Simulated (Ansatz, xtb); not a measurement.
C3H6N2Si: 3 structures ranked

3 gas-phase structures of C3H6N2Si, from a drawn sample of its isomers (lower ones may exist). Each was relaxed with GFN2-xTB:

A. `[SiH3]c1c[nH]cn1`, a singlet
B. `[SiH3]c1ncc[nH]1`, a singlet
C. `[SiH3]n1ccnc1`, a singlet

**Question.** Which do you expect lowest at r2SCAN-D4/def2-SVP//GFN2-xTB, and how would the others follow?

**Answer.** Calculated order at r2SCAN-D4/def2-SVP//GFN2-xTB: C (0.000), A (0.294), B (0.296) eV. Less than 1 kcal/mol parts A and B, so the order within that pair means little.

Energies above the lowest of each column, in eV; the last columns are at r2SCAN-D4/def2-SVP geometries:

```csv
structure,GFN2-xTB,HF/STO-3G,r2SCAN-D4/def2-SVP//GFN2-xTB,r2SCAN-D4/def2-SVP,CCSD(T)/def2-SVP + ΔMP2/def2-TZVPP
C,0.000,0.000,0.000,0.000,0.000
A,0.990,0.630,0.294,0.324,0.451
B,0.939,0.596,0.296,0.331,0.472
```

Every level run on C puts it lowest or level with the lowest. Some further structures that were screened fall inside this span and aren't listed. ΔMP2 is the change of the MP2 energy from the smaller to the larger basis.

Programs: Ansatz 0.2.0, xtb 6.7.1.
